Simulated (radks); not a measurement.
Values are calculated unless marked as measured or tabulated.
The mean radii <r> (bohr) of the occupied orbitals of an atom or ion are listed with their occupations. Level of theory: non-relativistic Kohn-Sham, PBE, spin-unpolarised, spherical densities, point nucleus (a radial shooting solver on a logarithmic mesh with Libxc functionals).

| orbital | occ. | <r> |
|---|---|---|
| 1s | 2 | 0.05264 |
| 2s | 2 | 0.2206 |
| 2p | 1 | 0.1880 |

Name the element and its charge.

Answer. Z = 29, copper, charge +24: Cu24+ in [He] 2s2 2p1. The 1s radius gives Z: for a bare nucleus <r> = 1.5/Z, 0.05172 bohr for Z = 29, and screening makes it slightly larger (0.05264 here). The occupations add up to 5, and the charge is Z minus that.
